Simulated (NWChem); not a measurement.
System meant: C₂H₄BFO₂; SMILES FCB1OCO1

NWChem input:

```
start job
memory heap 200 mb stack 900 mb global 1100 mb
geometry units angstroms noautoz
  F     -0.459670    -2.267999     0.000000
  C      0.646326    -1.417897     0.000000
  B      0.195419     0.087916     0.000000
  O     -1.057025     0.681714     0.000000
  C     -0.306178     1.907240     0.000000
  O      0.969759     1.244825     0.000000
  H      1.265674    -1.641900     0.881156
  H      1.265674    -1.641900    -0.881156
  H     -0.469813     2.495027    -0.907992
  H     -0.469813     2.495027     0.907992
end
basis spherical
  * library def2-svp
end
dft
  xc b3lyp
  iterations 4
  mulliken
end
task dft energy
```

End of the output:

```
    Atom       Charge   Shell Charges
 -----------   ------   -------------------------------------------------------
    1 F    9     9.14   1.98  1.02  0.75  3.23  2.16  0.01
    2 C    6     5.93   1.96  0.59  0.31  1.83  1.10  0.13
    3 B    5     5.17   1.96  0.50  0.21  1.44  0.61  0.44
    4 O    8     8.06   1.97  0.90  0.58  2.72  1.86  0.03
    5 C    6     5.75   1.96  0.59  0.29  1.77  0.95  0.18
    6 O    8     8.07   1.97  0.90  0.59  2.71  1.87  0.02
    7 H    1     0.96   0.64  0.25  0.07
    8 H    1     0.96   0.64  0.25  0.07
    9 H    1     0.98   0.66  0.25  0.07
   10 H    1     0.98   0.66  0.25  0.07

 center of mass
 --------------
 x =  -0.03732022 y =  -0.08203984 z =   0.00000000

 moments of inertia (a.u.)
 ------------------
         781.768705012836           0.000000000000           0.000000000000
           0.000000000000         179.517721644193           0.000000000000
           0.000000000000           0.000000000000         938.240030368605

     Multipole analysis of the density
     ---------------------------------

     L   x y z        total         alpha         beta         nuclear
     -   - - -        -----         -----         ----         -------
     0   0 0 0      0.000000    -23.000000    -23.000000     46.000000

     1   1 0 0      0.465579      0.232789      0.232789     -0.000000
     1   0 1 0      0.743479      0.371740      0.371740      0.000000
     1   0 0 1      0.000000      0.000000      0.000000      0.000000

     2   2 0 0    -27.220125    -58.922592    -58.922592     90.625059
     2   1 1 0     -4.105501      4.712018      4.712018    -13.529538
     2   1 0 1     -0.000000     -0.000000     -0.000000      0.000000
     2   0 2 0    -23.805903   -215.573978   -215.573978    407.342054
     2   0 1 1     -0.000000     -0.000000     -0.000000      0.000000
     2   0 0 2    -23.356928    -17.395329    -17.395329     11.433729

 ------------------------------------------------------------------------
 dft energy failed                                                                                  0
 ------------------------------------------------------------------------
 ------------------------------------------------------------------------
  current input line :
    23: task dft energy
 ------------------------------------------------------------------------
 ------------------------------------------------------------------------
 This type of error is most commonly associated with calculations not reaching convergence criteria
 ------------------------------------------------------------------------
 For more information see the NWChem manual at https://nwchemgit.github.io

0:dft energy failed:Received an Error in Communication
```

Problem. Can this run be used? If not, why, and what is the fix?

Solution. The run did not converge; its last values are not results. Cause: the SCF was allowed too few iterations. This input runs:
```
start job
memory heap 200 mb stack 900 mb global 1100 mb
geometry units angstroms noautoz
  F     -0.459670    -2.267999     0.000000
  C      0.646326    -1.417897     0.000000
  B      0.195419     0.087916     0.000000
  O     -1.057025     0.681714     0.000000
  C     -0.306178     1.907240     0.000000
  O      0.969759     1.244825     0.000000
  H      1.265674    -1.641900     0.881156
  H      1.265674    -1.641900    -0.881156
  H     -0.469813     2.495027    -0.907992
  H     -0.469813     2.495027     0.907992
end
basis spherical
  * library def2-svp
end
dft
  xc b3lyp
  iterations 150
  mulliken
end
task dft energy
```
It converges to -353.54311 Ha (B3LYP/def2-SVP).
